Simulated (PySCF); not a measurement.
B(F)(NHMe)(OMe) (C2H7BFNO), SMILES CNB(F)OC.

The structure is a stationary point at r2SCAN-D4/def2-SVP. The structure was generated by enumeration, and PubChem lists no compound with its InChIKey, so it may never have been made. Other conformers were not sampled.

Method: PBE/def2-TZVP (PySCF).

Isolated molecule, no solvent.

```json
{
 "total_energy": "-334.97693 hartree",
 "point_group": "Cs",
 "highest_occupied_level": "-5.92 eV",
 "lowest_empty_level": "-0.05 eV",
 "orbital_gap": "5.87 eV",
 "dipole_moment": "0.664 e·Å",
 "quadrupole, principal values (traceless, Buckingham form, about the centre of nuclear charge)": "-2.97, -1.43, 4.40 D·Å",
 "mean_static_polarisability": "52.5 bohr³ (7.79 Å³)",
 "polarisability_principal_values": "42.5, 50.6, 64.5 bohr³"
}
```
